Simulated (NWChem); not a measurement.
System: C$_{3}$H$_{6}$OSi; SMILES [SiH3]C1=COC1

Input file for NWChem:

```
start job
memory heap 200 mb stack 900 mb global 1100 mb
geometry units angstroms noautosym nocenter noautoz
  Si    -0.008306    -1.842684     0.000000
  C     -0.005092    -0.000088     0.000000
  C     -0.938279     0.976672     0.000000
  O     -0.138010     2.094559     0.000000
  C      0.998959     1.148750     0.000000
  H      0.679166    -2.401826    -1.197799
  H      0.679166    -2.401826     1.197799
  H     -1.421454    -2.307873     0.000000
  H     -2.019996     1.075125     0.000000
  H      1.601827     1.290202    -0.901415
  H      1.601827     1.290202     0.901415
end
basis spherical
  * library sto-3g
end
dft
  xc hfexch
  iterations 150
end
property
  shielding 9 1 2 3 4 5 6 8 9 10
  efieldgrad
end
task dft property
```

STO-3G and 3-21G are far too small for this property and stand as cheap habits. Structure relaxed at the B3LYP/6-31G* (spherical d) level.

GIAO values for the isolated, static molecule; σ is the absolute isotropic shielding, δ = σ(reference) − σ with the isolated reference molecule computed at the same levels (13C: tetramethylsilane, 1H: tetramethylsilane, 29Si: tetramethylsilane).

Atoms are numbered as in the input.

Task: Predict the main results of this run. (Hartree-Fock/STO-3G, GIAO.) Quantities: δ Si1 (ppm); δ C2 (ppm); δ C3 (ppm); δ C5 (ppm); δ H6 (rotor mean) (ppm); δ H9 (ppm); δ H10 (ppm).

Result: 
```yaml
"δ Si1 (ppm)": -74.5
"δ C2 (ppm)": 113.2
"δ C3 (ppm)": 157.1
"δ C5 (ppm)": 67.8
"δ H6 (rotor mean) (ppm)": 1.65
"δ H9 (ppm)": 6.68
"δ H10 (ppm)": 3.14
```
